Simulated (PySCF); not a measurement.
C2H6NO (SMILES CC([NH3+])=O), charge +1, singlet, geometry from GFN2-xTB. Base run: CCSD(T)/cc-pVDZ (PySCF).

The PySCF input:
```python
from pyscf import gto, scf, cc

mol = gto.M(
    atom='''
O     0.419742    1.335988    0.185942
C    -0.054338    0.283115    0.038637
N     1.009591   -0.914244   -0.162186
C    -1.419457   -0.234742    0.003078
H     0.773244   -1.741228    0.398216
H    -2.113387    0.595587   -0.125765
H    -1.572434   -0.966171   -0.787665
H    -1.656404   -0.714842    0.955158
H     1.939820   -0.564677    0.109659
H     1.046856   -1.187111   -1.152123
''',
    basis='cc-pvdz',
    charge=1,
    spin=0,
    verbose=4,
    max_memory=1800,
)

mf = scf.RHF(mol)
mf.kernel()

mycc = cc.CCSD(mf, frozen=4)
mycc.kernel()
et = mycc.ccsd_t()
print('E(CCSD(T)) = %.10f' % (mycc.e_tot + et))
```

Problem. The base was run again with changes. Order these runs by total energy, lowest first: method = ccsd | method = mp2 | method = cisd.

Solution. method = ccsd (ΔE vs base (kcal/mol) 12.95), method = mp2 (ΔE vs base (kcal/mol) 34.40), method = cisd (ΔE vs base (kcal/mol) 71.5)
